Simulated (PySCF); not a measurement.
GeI2, SMILES [I][Ge][I] (connectivity only; charge and spin as stated), charge +1, multiplicity 2.

The structure is a stationary point at B3LYP-D3(BJ)/def2-SVP. The spin state was assumed, not searched. The isomer is the one that the SMILES or the coordinates give; other isomers of the formula were not compared. The def2 effective core potentials stand for the cores of I; spin–orbit coupling is left out.

The numbers are results of PySCF with B3LYP-D3(BJ)/def2-SVP, not measurements.

Frequencies are harmonic and unscaled.

```json
[
 {"mode": "1", "ν (cm⁻¹)": "64", "IR (km/mol)": "0.3", "moving atoms (share of kinetic energy)": "I 71 %, Ge 29 %"},
 {"mode": "2", "ν (cm⁻¹)": "201", "IR (km/mol)": "3.7", "moving atoms (share of kinetic energy)": "I 52 %, Ge 48 %"},
 {"mode": "3", "ν (cm⁻¹)": "264", "IR (km/mol)": "25.3", "moving atoms (share of kinetic energy)": "Ge 72 %, I 28 %"}
]
```
